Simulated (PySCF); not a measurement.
Compound: C₇H₁₂N₂.
SMILES: `C(N/N=C(\CC)C)C#C`

Torsions of this conformer, `[CH:1]#[C:2][CH2:3][NH:4]/[N:5]=[C:6](/[CH3:7])[CH2:8][CH3:9]`: C2–C3–N4–N5 -77°, C3–N4–N5–C6 158°, N5–C6–C8–C9 -83°.

The closed-shell ground state was solved at several levels (PySCF, density fitting, gas phase, non-relativistic). One conformer (not necessarily the lowest) at the PBE0-D3(BJ)/def2-SVP geometry, without solvent, vibrations or thermal averaging.

| level | basis functions | HOMO (eV) | LUMO (eV) | gap (eV) | dipole (D) |
| --- | --- | --- | --- | --- | --- |
| PBE0/pcSseg-1 | 213 | -6.18 | 0.31 | 6.49 | 1.96 |
| B3LYP/def2-SVPD | 276 | -6.00 | -0.09 | 5.91 | 1.93 |

Task: What might PBE/pcSseg-1 (213 basis functions) give for the same quantities?

Result: HOMO -5.01 eV, LUMO -0.69 eV, gap 4.32 eV, dipole 1.85 D.

Task: Over all these levels, which gives the widest orbital gap and which the narrowest?

Result: PBE0/pcSseg-1 (global hybrid, 25 % exact exchange) has the widest, 6.49 eV, and PBE/pcSseg-1 (GGA) the narrowest, 4.32 eV. The two share the basis. From the narrowest to the widest the HOMO moves by -1.17 eV and the LUMO by +1.00 eV.

Task: How far do the dipole and the HOMO energy spread over the levels?

Result: The dipole runs from 1.85 to 1.96 D (mean 1.91 D) and the HOMO from -6.18 to -5.01 eV.
